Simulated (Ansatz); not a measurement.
Mulliken charges of `FCO[SiH2]Br` from PBE/def2-TZVPP in Ansatz (PBE0-D4/def2-TZVP geometry).

```
atom   x (Å)   y (Å)   z (Å)  charge (e)
  F1   1.477  -0.989  -0.903      -0.194
  C2   1.335   0.243  -0.311       0.135
  O3   0.396   0.186   0.693      -0.278
 Si4  -1.178  -0.258   0.541       0.435
 Br5  -2.127   0.883  -1.110      -0.205
  H6   2.294   0.515   0.133       0.103
  H7   1.037   0.947  -1.095       0.090
  H8  -1.327  -1.691   0.220      -0.044
  H9  -1.818   0.116   1.815      -0.042
```

Q: By hand: the dipole of these point charges (1 e Å = 4.8032 D).

A: Σ q r = (0.172, 0.088, 0.233) e Å, of length 0.303 e Å = 1.46 D.

Q: How does the dipole of the full density compare? (An estimate is asked.)

A: Ansatz gave: (0.099, 0.117, 0.139) e Å, 0.99 D; the point charges give 1.47 times that, at 18° from its direction.

Point charges leave out the atoms' own dipoles, such as those of lone pairs, and Mulliken's split depends on the basis, so the two needn't agree.
